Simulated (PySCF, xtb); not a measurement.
C4F5, SMILES FC(F)=[C]C(F)=C(F)F (connectivity only; charge and spin as stated), charge +1, multiplicity 1.

xtb with GFN2-xTB at its own geometry gives an orbital gap of 1.25 eV.

The structure is a stationary point at PBE0-D3(BJ)/def2-SVP. The spin state was assumed, not searched. The isomer is the one that the SMILES or the coordinates give; other isomers of the formula were not compared. The values are those of a single conformer.

Problem. What does HF/def2-TZVP in PySCF give? (An estimate is asked for; the answer gives what the named calculation found.)

Solution. gap 11.50 eV (levels -17.47 and -5.96 eV).
